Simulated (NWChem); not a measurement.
Species: C₂H₄GeN₂; SMILES [CH](=N/C#N)/[GeH3]

Problem. Give the equilibrium geometry at PBE-D3(BJ)/def2-SVP (NWChem) as an XYZ file, with the point group.

Solution. point group Cs; any orientation.
```
9

N     -1.0876    -2.7888     0.0000
C     -0.1296    -2.0977     0.0000
N      1.0472    -1.4721     0.0000
C      1.1963    -0.1879     0.0000
Ge    -0.2191     1.2106     0.0000
H      2.2527     0.1560     0.0000
H     -0.0062     2.0824     1.2628
H     -0.0062     2.0824    -1.2628
H     -1.6055     0.5335     0.0000
```
